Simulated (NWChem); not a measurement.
System: C₃H₆OSi; SMILES C1[SiH2]OC=1C

Here is an NWChem input.

```
start job
memory heap 200 mb stack 900 mb global 1100 mb
geometry units angstroms
  C      2.256311     0.164632    -0.180663
  C      0.789754    -0.054200    -0.171768
  C     -0.051046    -0.863755    -0.830624
  Si    -1.421344    -0.052935     0.163086
  O      0.009756     0.709533     0.687173
  H      2.587728     0.466812    -1.173433
  H      2.510989     0.941781     0.535157
  H      2.777576    -0.754365     0.084827
  H      0.164429    -1.600328    -1.578026
  H     -2.272986     0.923661    -0.493694
  H     -2.006796    -0.788576     1.270539
end
basis spherical
  * library def2-svp
end
dft
  xc pbe0
  iterations 150
end
driver
  maxiter 120
end
task dft optimize
task dft freq
```

The optimisation ended at a saddle point (imaginary frequency).

The level has its own optimisation; frequencies are unscaled. Brackets give each atom's bonded neighbours.

Problem. Give the results of this calculation. (PBE0/def2-SVP.) Quantities: r C–C [C(CCOSi)–C(CHHH)] (Å); r C–H [C(CHHH)–H(C)] (Å); r C–C [C(CCOSi)–C(CHSi)] (Å); r C–Si [C(CCOSi)–Si(CCHHO)] (Å); highest harmonic frequency (cm⁻¹); lowest (cm⁻¹); zero-point energy (kcal/mol); dipole (D).

Solution. 
```json
{
 "r C–C [C(CCOSi)–C(CHHH)] (Å)": "1.490",
 "r C–H [C(CHHH)–H(C)] (Å)": "1.099",
 "r C–C [C(CCOSi)–C(CHSi)] (Å)": "1.360",
 "r C–Si [C(CCOSi)–Si(CCHHO)] (Å)": "2.174",
 "highest harmonic frequency (cm⁻¹)": "3298",
 "lowest (cm⁻¹)": "-168",
 "zero-point energy (kcal/mol)": "50.6",
 "dipole (D)": "1.10"
}
```
